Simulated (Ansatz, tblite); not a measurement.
Forces on Li3Si6 at its PBE0-D4/def2-SVP geometry. Total charge 0; doublet.

The xTB rows come from tblite. Another isomer (doublet) lies 0.63 eV lower at PBE0-D4/def2-TZVP; other spin states weren't run for this one.

GFN1-xTB (tblite), largest force 1.19 eV/Å:

```xyz
9
positions Å, forces eV/Å
Li   -1.941   -0.754   -1.724    0.318    0.382    0.326
Li   -0.650    2.023   -1.668   -0.091   -0.499    0.308
Li   -2.080    0.952    0.589    0.251   -0.110   -0.252
Si    0.802    0.981    0.342    0.040    0.614    0.028
Si   -0.241   -1.252    0.302   -0.442   -0.423    0.010
Si   -0.464    0.179    2.268   -0.005   -0.010    0.483
Si    1.691   -0.823    1.997    0.117   -0.049   -0.290
Si    2.306   -1.069   -0.368   -0.430    0.191    0.548
Si    0.578   -0.236   -1.739    0.242   -0.094   -1.162
```

GFN2-xTB (tblite), largest force 1.83 eV/Å:

```
Li -0.495 0.195 0.107
Li -0.469 0.248 0.107
Li -0.286 0.145 -0.684
Si 0.248 1.471 0.315
Si -0.972 -1.147 0.267
Si 0.937 -0.446 0.585
Si 0.021 -0.005 -0.192
Si -0.474 0.216 0.324
Si 1.491 -0.677 -0.827
```

PBE-D4/def2-TZVP (Ansatz), largest force 0.21 eV/Å:

```
Li 0.076 0.033 0.030
Li 0.024 -0.081 0.028
Li 0.084 -0.038 -0.005
Si -0.111 -0.002 -0.012
Si -0.069 0.089 -0.009
Si -0.088 0.038 0.084
Si 0.095 -0.044 -0.006
Si 0.081 -0.039 0.073
Si -0.092 0.046 -0.184
```
